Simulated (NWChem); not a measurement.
Species: CH2F3Ga; SMILES F[C](F)(F)[GaH2]

```xyz
7

Ga    -0.0069    -1.1968    -0.0077
C     -0.0063     0.8265    -0.0067
F      0.3829     1.2869     1.2004
F     -1.2052     1.3741    -0.2595
F      0.8491     1.3361    -0.9111
H     -1.3827    -1.9381    -0.0021
H      1.3927    -1.8926     0.0111
```
Atoms are numbered in this order, from 1.

Computed with NWChem. Structure relaxed at the PBE0/def2-SVP level. Ions are spin-unrestricted doublets at the neutral geometry; other ion states weren't tried.

Q: Estimate the computed values for PBE0/def2-SVP. Quantities: vertical ionisation energy, ΔSCF (eV); −ε(HOMO) (eV).

A: 
| Item | Value |
|---|---|
| vertical ionisation energy, ΔSCF (eV) | 10.92 |
| −ε(HOMO) (eV) | 8.52 |
